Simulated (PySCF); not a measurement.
## NMR data sheet: C₄H₁₅NSi₃

```yaml
Formula: C4H15NSi3
SMILES: C[SiH2][C@@H]1C[C@@H]1N([SiH3])[SiH3]
InChI: InChI=1S/C4H15NSi3/c1-8-4-2-3(4)5(6)7/h3-4H,2,8H2,1,6-7H3/t3-,4+/m0/s1
Point_group_of_the_computed_structure: C1
Degrees_of_unsaturation: 1
Carbon_signals: 4
Proton_signals: 8
```

Mapped SMILES: `[CH3:1][SiH2:2][C@@H:3]1[CH2:4][C@@H:5]1[N:6]([SiH3:7])[SiH3:8]`. Each H is labelled by its parent atom. Ha(C4) is cis to Si2 on the ring; Ha(Si2) is pro-R; Hb(Si2) is pro-S; Hb(C4) is trans to Si2 on the ring.

PySCF 2.14.0 with density-fitted response routines calculation with geometry: GFN2-xTB and shielding tensors at PBE0/pcSseg-1 (GIAO); rapidly exchanging positions averaged, no relativistic terms, no solvent, one conformer.

Scale: $^{1}$H (σ = 31.72 ppm), $^{13}$C (σ = 186.93 ppm), $^{29}$Si (σ = 349.16 ppm) against TMS; $^{15}$N (σ = 267.73 ppm) vs NH3 (reference shieldings calculated alike).

| carbon | δC, type | δH (multiplicity) | HMBC from (2–3 bonds) | span of the C tensor (ppm) |
| --- | --- | --- | --- | --- |
| C1 | -6.4, CH3 | 0.27 (m) | Hb(Si2), Ha(Si2), H(C3) | 10 |
| C3 | 5.4, CH | -0.18 (m) | Hb(Si2), Ha(Si2), H(C5), Hb(C4), Ha(C4), H(C1) | 84 |
| C4 | 16.8, CH2 | Hb(C4) 1.20 (m); Ha(C4) 0.72 (m) | Hb(Si2), Ha(Si2), H(C5), H(C3) | 56 |
| C5 | 38.0, CH | 2.57 (m) | H(Si7)/H(Si8), Hb(Si2), Ha(Si2), Hb(C4), Ha(C4), H(C3) | 94 |

Other nuclei:
```csv
atoms,nucleus,environment,δ (ppm),σ (ppm)
H(Si7)/H(Si8),$^{1}$H,hydrogen on a silicon bonded to N,4.65,27.07
Hb(Si2),$^{1}$H,hydrogen on a silicon bonded to 2 C,4.15,27.57
Ha(Si2),$^{1}$H,hydrogen on a silicon bonded to 2 C,4.01,27.70
Si2,$^{29}$Si,"silicon bonded to 2 C, 2 H",-38.7,387.9
Si7/Si8,$^{29}$Si,"silicon bonded to N, 3 H",-51.1,400.3
N6,$^{15}$N,"nitrogen bonded to C, 2 Si",3.6,264.1
```

Carbon types of the structure: 2 × CH, 1 × CH2, 1 × CH3, leaving 8 H on heteroatoms. δC 38.0, 16.8, 5.4: three-membered-ring carbon. δC -6.4: methyl carbon bonded to Si; an electropositive neighbour leaves it electron-rich and shielded. δH 4.65: hydrogen on a silicon bonded to N. δH 2.57, 1.20, 0.72, -0.18: hydrogen on a three-membered-ring carbon. δH 0.27: hydrogen on a methyl carbon bonded to Si; an electropositive neighbour shields it, as in TMS itself.

Shifts are as computed. Against solution values, carbons near 30 ppm lie about +3 ppm off and those near 130 ppm about +5 ppm. Of 1211 compounds with measured shifts, 218 miss one by over three times the rms of a fit or turn the order of signals round; such compounds aren't used in these exercises. Experimental scales use liquid or dissolved standards, which lie at an offset from isolated NH3 (liquid NH3: subtract about 20 ppm). No couplings were computed; multiplicities are counted from neighbouring protons, with m where these are inequivalent, close in shift, in a saturated or five-membered ring or joined by F or P, and br s for small geminal =CH2 splittings.
